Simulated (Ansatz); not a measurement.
F3H2Si2, SMILES `F[Si](F)(F)[SiH2]` radical. The species carries charge 0 and has multiplicity 2.

Cartesian coordinates in Å:
```
F -0.548 0.184 2.060
Si -0.544 -0.429 0.603
F -2.008 -0.249 0.032
F -0.300 -1.985 0.740
Si 1.121 0.538 -0.674
H 1.021 2.017 -0.742
H 1.258 -0.076 -2.018
```

List the harmonic frequencies (cm⁻¹, unscaled) at PBE0-D4/def2-TZVP in Ansatz. (Best estimate.)

Ansatz gave: 88, 154, 155, 304, 305, 310, 481, 503, 525, 842, 913, 961, 969, 2227, 2255.

Is this a minimum?

Yes, all 15 modes are real.

Give the ideal-gas thermochemistry at 298.15 K and 1 bar (rigid rotor, harmonic oscillator; point group Cs, symmetry number 1).

Zero-point energy 65.8 kJ/mol; H(298) − E = 86.5 kJ/mol; entropy 353.0 J/(mol·K), of which translation 168.1, rotation 114.1, vibration 65.1, electronic 5.8; G(298) − E = -18.7 kJ/mol. Modes under 100 cm⁻¹ are hindered rotations or soft bends, so the harmonic entropy is rough.

And at 400, 500, 600, 800 and 1000 K?


```json
{"T (K)": "400", "H − E (kJ/mol)": "97.6", "S (J/mol/K)": "384.8", "G − E (kJ/mol)": "-56.3"}
{"T (K)": "500", "H − E (kJ/mol)": "109.4", "S (J/mol/K)": "411.2", "G − E (kJ/mol)": "-96.2"}
{"T (K)": "600", "H − E (kJ/mol)": "122.0", "S (J/mol/K)": "434.1", "G − E (kJ/mol)": "-138.5"}
{"T (K)": "800", "H − E (kJ/mol)": "148.6", "S (J/mol/K)": "472.4", "G − E (kJ/mol)": "-229.3"}
{"T (K)": "1000", "H − E (kJ/mol)": "176.7", "S (J/mol/K)": "503.6", "G − E (kJ/mol)": "-326.9"}
```
